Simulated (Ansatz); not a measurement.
Energy needed to pull apart CH$_{4}$BBr, closed shell, into free ground-state atoms, from the structure below (displaced at random from a GFN2-xTB minimum); no zero-point or spin–orbit terms; open-shell atoms are treated unrestricted, in their ground-state multiplicity.

B1  (-0.253, -0.835, -0.243)
C2  (0.481, 0.467, 0.330)
Br3  (-1.111, 1.217, -0.571)
H4  (0.064, -1.271, -1.281)
H5  (-0.981, -1.284, 0.384)
H6  (1.423, 0.790, -0.260)
H7  (0.564, 0.803, 1.396)
(Å)

Ansatz 0.2.0; basis: def2-TZVPP; cores frozen in the correlated methods. Filled d shells of the heavier atoms are correlated. The def2 sets are not built for correlating such inner shells, so the correlated values are less sure here.

| method | atomization energy (kJ/mol) |
| --- | --- |
| PBE-D4 | 2341 |
| r2SCAN-D4 | 2314 |
| B97M-V | 2299 |
| PBE0-D4 | 2312 |
| LC-wPBE | ? |
| wB97M-V | ? |
| HF | 1723 |
| MP2 | 2274 |
| CCSD | 2208 |
| CCSD(T) | 2241 |

What does wB97M-V give? (An estimate is asked for; the value comes from the calculation.)

Computed: 2300 kJ/mol, which is about 58 kJ/mol more than CCSD(T)/def2-TZVPP.

What does LC-wPBE give? (Judge from chemistry; the value comes from the calculation.)

The calculation gives: 2278 kJ/mol, which is about 37 kJ/mol more than CCSD(T)/def2-TZVPP.

In triple zeta the MP2 and coupled-cluster atomization energies are still short of their basis limit by a few kcal/mol a bond, whereas those of the functionals are nearly converged, so these differences are not deviations from converged CCSD(T).

T1 diagnostic: at most 0.010.

For scale, one of the runs: CCSD(T)/def2-TZVPP forces, 166 basis functions (an equivalent command: `ansatz run in.yaml --threads 4`). Hardware: 4 CPU threads, shared host. Wall time 2.3 min; peak host memory 2.5 GiB.
